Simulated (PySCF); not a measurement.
# C6H10Si2: full NMR table

| Quantity | Value |
| --- | --- |
| Formula | C6H10Si2 |
| SMILES | [SiH3]c1ccc([SiH3])cc1 |
| InChI | InChI=1S/C6H10Si2/c7-5-1-2-6(8)4-3-5/h1-4H,7-8H3 |
| Point group of the computed structure | C1 |
| Degrees of unsaturation | 4 |
| Carbon signals | 2 |
| Proton signals | 2 |

Bonds (- single, = double, # triple, : aromatic): Si1-C2, C2:C3, C3:C4, C4:C5, C5-Si6, C5:C7, C7:C8, C8:C2. Si1 carries H9, H10, H11; C3 carries H12; C4 carries H13; Si6 carries H14, H15, H16; C7 carries H17; C8 carries H18.

Relativity neglected, no solvent model, one computed conformer, one averaged value for each set of equivalent atoms. Geometry: GFN2-xTB; GIAO PBE0/pcSseg-1 shieldings; PySCF 2.14.0 with density-fitted response routines.

Scale: $^{1}$H (σref 31.72), $^{13}$C (σref 186.93), $^{29}$Si (σref 349.16) vs TMS (reference shieldings calculated alike).

```tsv
carbon	δC, type	δH (multiplicity)	HMBC from (2–3 bonds)	span of the C tensor (ppm)
C2/C5	136.7, C	–	H12/H13/H17/H18, H9/H10/H11/H14/H15/H16	243
C3/C4/C7/C8	140.6, CH	7.85 (s)	H12/H13/H17/H18, H9/H10/H11/H14/H15/H16	242
```

Other nuclei:
```csv
atoms,nucleus,environment,δ (ppm),σ (ppm)
H9/H10/H11/H14/H15/H16,$^{1}$H,hydrogen on a silicon bonded to C,4.55,27.17
Si1/Si6,$^{29}$Si,"silicon bonded to C, 3 H",-68.8,418.0
```

- Carbon types of the structure: 2 × C, 4 × CH, leaving 6 H on heteroatoms.
- δC 140.6: aromatic CH.
- δC 136.7: substituted aromatic carbon.
- δH 7.85: hydrogen on an aromatic CH; ring-current deshielding.
- δH 4.55: hydrogen on a silicon bonded to C.

Shifts are as computed. Against solution values, carbons near 30 ppm lie about +3 ppm off and those near 130 ppm about +5 ppm. Of 1211 compounds with measured shifts, 218 miss one by over three times the rms of a fit or turn the order of signals round; such compounds aren't used in these exercises. Multiplicities follow the n + 1 count of equivalent neighbours, as no J values were calculated; m marks all less simple cases, F and P coupling included.
